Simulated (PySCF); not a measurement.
Isomers of C5H4F4O2.

All values: wB97X-D/def2-SVPD (PySCF) at PBE0-D3(BJ)/def2-SVP geometries, gas phase, one conformer each. Core orbitals are frozen in the response; Δα² is half the sum of the squared differences of the principal polarisabilities.

**Question.** Rank by dipole moment, lowest first.
A. `[F:1][C:2]1=[C:3]([O:4][CH:5]([F:6])[F:7])[O:8][CH2:9][C@H:10]1[F:11]` with C2–C3–O4–C5 -147°, C3–O4–C5–F6 -175°, C2–C3–O8–C9 7°, C3–O8–C9–C10 -17°, O8–C9–C10–F11 -99°, F1–C2–C10–C9 171°
B. `[CH2:1]=[C:2]([O:3][CH:4]([F:5])[F:6])[C:7](=[O:8])[CH:9]([F:10])[F:11]` with C1–C2–O3–C4 -27°, C2–O3–C4–F5 -165°, C1–C2–C7–O8 -10°, C2–C7–C9–F10 177°
C. `[O:1]=[C:2]1[O:3][C@@H:4]([F:5])[C@@H:6]1[CH2:7][C:8]([F:9])([F:10])[F:11]` with C4–C6–C7–C8 78°
D. `[F:1][C@@H:2]1[CH:3]=[CH:4][O:5][C@@H:6]1[O:7][C:8]([F:9])([F:10])[F:11]` with O5–C6–O7–C8 87°
E. `[O:1]=[C:2]1[O:3][C@@H:4]([F:5])[C@H:6]1[CH2:7][C:8]([F:9])([F:10])[F:11]` with C4–C6–C7–C8 -87°
F. `[F:1]/[CH:2]=[CH:3]/[O:4]/[CH:5]=[C:6](\[F:7])[O:8][CH:9]([F:10])[F:11]` with C2–C3–O4–C5 177°, C3–O4–C5–C6 -176°, C5–C6–O8–C9 -114°, C6–O8–C9–F10 -167°

**Answer.** F (0.46 D), E (1.70 D), C (1.87 D), B (2.60 D), D (3.29 D), A (3.54 D).

**Question.** Rank by HOMO energy, lowest first.
A. `[CH2:1]=[C:2]([O:3][CH:4]([F:5])[F:6])[C:7](=[O:8])[CH:9]([F:10])[F:11]` with C1–C2–O3–C4 -27°, C2–O3–C4–F5 -165°, C1–C2–C7–O8 -10°, C2–C7–C9–F10 177°
B. `[O:1]=[C:2]([C@@H:3]1[O:4][CH2:5][C@@H:6]1[F:7])[C:8]([F:9])([F:10])[F:11]` with O1–C2–C3–O4 -167°
C. `[F:1][C@H:2]1[CH:3]=[C:4]([O:5][C:6]([F:7])([F:8])[F:9])[CH2:10][O:11]1` with C3–C4–O5–C6 9°
D. `[F:1]/[CH:2]=[CH:3]/[O:4]/[CH:5]=[C:6](/[F:7])[O:8][CH:9]([F:10])[F:11]` with C2–C3–O4–C5 177°, C3–O4–C5–C6 174°, C5–C6–O8–C9 109°, C6–O8–C9–F10 171°
E. `[F:1][C@@H:2]1[CH:3]=[CH:4][O:5][C@@H:6]1[O:7][C:8]([F:9])([F:10])[F:11]` with O5–C6–O7–C8 87°
F. `[O:1]=[C:2]1[O:3][C@@H:4]([F:5])[C@@H:6]1[CH2:7][C:8]([F:9])([F:10])[F:11]` with C4–C6–C7–C8 78°

**Answer.** F (-10.87 eV), A (-10.26 eV), B (-10.08 eV), C (-9.88 eV), E (-9.30 eV), D (-8.37 eV).

All values together:

```tsv
SMILES	μ (D)	HOMO (eV)	LUMO (eV)	α (Å³)	Δα (Å³)
O=C1CO[C@@H]1[C@H](F)C(F)(F)F	2.67	-10.10	0.33	9.74	2.29
F/C=C/O/C=C(/F)OC(F)F	1.91	-8.37	1.82	11.44	7.22
F[C@@H]1C=CO[C@@H]1OC(F)(F)F	3.29	-9.30	1.35	9.94	2.76
F[C@H]1C=C(OC(F)(F)F)CO1	1.62	-9.88	1.33	9.98	3.35
O=C1O[C@@H](F)[C@H]1CC(F)(F)F	1.70	-10.90	1.11	9.64	2.33
F/C=C\O/C=C(/F)OC(F)F	1.59	-8.45	1.67	11.34	7.44
O=C([C@@H]1OC[C@@H]1F)C(F)(F)F	3.78	-10.08	-0.28	9.64	2.25
O=C1O[C@@H](F)[C@@H]1CC(F)(F)F	1.87	-10.87	1.14	9.65	2.33
O=C1[C@H](C(F)(F)F)O[C@@H]1CF	1.42	-10.54	-0.19	9.77	2.33
C=C(OC(F)F)C(=O)C(F)F	2.60	-10.26	-0.89	10.46	4.11
FC1=C(OC(F)F)OC[C@H]1F	3.54	-8.89	1.80	10.18	4.11
F/C=C/O/C=C(\F)OC(F)F	0.46	-8.41	1.82	11.58	8.70
```

Conformers: `[O:1]=[C:2]1[CH2:3][O:4][C@@H:5]1[C@H:6]([F:7])[C:8]([F:9])([F:10])[F:11]` with O4–C5–C6–F7 -65°; `[F:1]/[CH:2]=[CH:3]/[O:4]/[CH:5]=[C:6](/[F:7])[O:8][CH:9]([F:10])[F:11]` with C2–C3–O4–C5 177°, C3–O4–C5–C6 174°, C5–C6–O8–C9 109°, C6–O8–C9–F10 171°; `[F:1][C@@H:2]1[CH:3]=[CH:4][O:5][C@@H:6]1[O:7][C:8]([F:9])([F:10])[F:11]` with O5–C6–O7–C8 87°; `[F:1][C@H:2]1[CH:3]=[C:4]([O:5][C:6]([F:7])([F:8])[F:9])[CH2:10][O:11]1` with C3–C4–O5–C6 9°; `[O:1]=[C:2]1[O:3][C@@H:4]([F:5])[C@H:6]1[CH2:7][C:8]([F:9])([F:10])[F:11]` with C4–C6–C7–C8 -87°; `[F:1]/[CH:2]=[CH:3]\[O:4]/[CH:5]=[C:6](/[F:7])[O:8][CH:9]([F:10])[F:11]` with C2–C3–O4–C5 -3°, C3–O4–C5–C6 174°, C5–C6–O8–C9 117°, C6–O8–C9–F10 -73°; `[O:1]=[C:2]([C@@H:3]1[O:4][CH2:5][C@@H:6]1[F:7])[C:8]([F:9])([F:10])[F:11]` with O1–C2–C3–O4 -167°; `[O:1]=[C:2]1[O:3][C@@H:4]([F:5])[C@@H:6]1[CH2:7][C:8]([F:9])([F:10])[F:11]` with C4–C6–C7–C8 78°; `[O:1]=[C:2]1[C@H:3]([C:4]([F:5])([F:6])[F:7])[O:8][C@@H:9]1[CH2:10][F:11]` with O8–C9–C10–F11 80°; `[CH2:1]=[C:2]([O:3][CH:4]([F:5])[F:6])[C:7](=[O:8])[CH:9]([F:10])[F:11]` with C1–C2–O3–C4 -27°, C2–O3–C4–F5 -165°, C1–C2–C7–O8 -10°, C2–C7–C9–F10 177°; `[F:1][C:2]1=[C:3]([O:4][CH:5]([F:6])[F:7])[O:8][CH2:9][C@H:10]1[F:11]` with C2–C3–O4–C5 -147°, C3–O4–C5–F6 -175°, C2–C3–O8–C9 7°, C3–O8–C9–C10 -17°, O8–C9–C10–F11 -99°, F1–C2–C10–C9 171°; `[F:1]/[CH:2]=[CH:3]/[O:4]/[CH:5]=[C:6](\[F:7])[O:8][CH:9]([F:10])[F:11]` with C2–C3–O4–C5 177°, C3–O4–C5–C6 -176°, C5–C6–O8–C9 -114°, C6–O8–C9–F10 -167°.
